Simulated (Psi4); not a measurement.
Complex: CH4 (SMILES C) (first 5 atoms) with CH3F (SMILES CF); geometry from B3LYP-D3(BJ)/def2-TZVP, rigid monomers moved along the line of their centres of mass till H2···F7 is 4.67 Å.
(charge 0, multiplicity 1):
```xyz
10

C      0.0092    -0.0672     0.1910
H     -0.3587     0.6129     0.9573
H     -0.4365    -1.0518     0.3306
H     -0.2591     0.3117    -0.7943
H      1.0937    -0.1463     0.2622
C     -0.0269     0.3228     6.0278
F     -0.6688     1.4578     5.5441
H      0.8223     0.6340     6.6374
H     -0.7338    -0.2492     6.6301
H      0.3151    -0.2729     5.1810
```

Method: SAPT0/jun-cc-pV(D+d)Z (Psi4).

Problem. Which attractive term is largest, and how does the interaction split up?

Solution. electrostatics -0.03, exchange 0.00, induction 0.00, dispersion -0.04, total -0.07 kcal/mol; the largest attraction is dispersion.
